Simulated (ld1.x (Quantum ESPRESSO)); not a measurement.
neon: one change to an RRKJ potential, before and after

ld1.x (Quantum ESPRESSO) 7.5 input, shortened:

```
&input
   title='Ne', zed=10., rel=1, dft='PBE', iswitch=3,
   config='[He] 2s2 2p6'
 /
 &inputp
   pseudotype=2, tm=.false., lloc=-2, rcloc=0.95,
   nlcc=.false.
 /
2
2S  1  0   2.00   0.00  0.70  0.70  0.0
2P  2  1   6.00   0.00  1.25  1.25  0.0
 &test
   configts(1)='2s2 2p6'
 /
```

All-electron outer shells of the reference configuration (PBE, scalar-relativistic, ld1.x):

```csv
shell,level (eV),outermost node (bohr),outermost maximum (bohr)
1s,-830.80,–,0.10
2s,-36.40,0.22,0.68
2p,-13.33,–,0.62
```

Change: local potential all-electron potential smoothed inside 1.30 bohr (lloc = -2).

Cutoffs: the cutoffs (Ry, on a coarse ladder) from which the occupation-weighted sum of valence levels, in a spherical-Bessel basis at the reference potential, stays within 10 and 1 mRy of its value at 400 Ry; they do not see the model core or the augmentation charge, which bear on the density cutoff. Errors are all-electron minus pseudo energies relative to the spin-unpolarised reference configuration.

Task: What does the change do?

Result: The potential gets neither clearly harder nor softer (180 Ry and 230 Ry → 180 Ry and 230 Ry); the bound ghost in s disappears; of the 6 tests that both files solve, the error grows in 4 and shrinks in 0 by more than 15 % and 0.3 meV (median size 89.9 → 94.1 meV). In the separable form a ghost depends on how the local part lies against the semilocal potential of the channel, so the choice of the local part can create or remove one. The local part now departs from the all-electron potential out to 1.30 bohr, far beyond the s radius of 0.70 bohr, and whatever the projectors do not describe feels it: the likely cause.

| quantity | base | changed |
| --- | --- | --- |
| cutoff, loose | 180 Ry | 180 Ry |
| cutoff, tight | 230 Ry | 230 Ry |
| bound ghosts | s | none |
| error for 2s2 2p5, meV [ΔE 22.48 eV] | +1.6 | -5.1 |
| error for 2s2 2p4, meV [ΔE 65.74 eV] | +95 | +88 |
| error for 2s2 2p3, meV [ΔE 133.17 eV] | +544 | +608 |
| error for 2s1 2p6, meV [ΔE 45.88 eV] | -85 | -100 |
| error for 2s2 2p2, meV [ΔE 227.80 eV] | +1827 | +2134 |
| error for 2s2 2p5.5, meV [ΔE 8.87 eV] | -1.4 | -3.4 |

 A true bound ghost makes a file unfit for plane-wave use even where its test errors are small: the radial tests pick states by their node count and pass the ghost by.
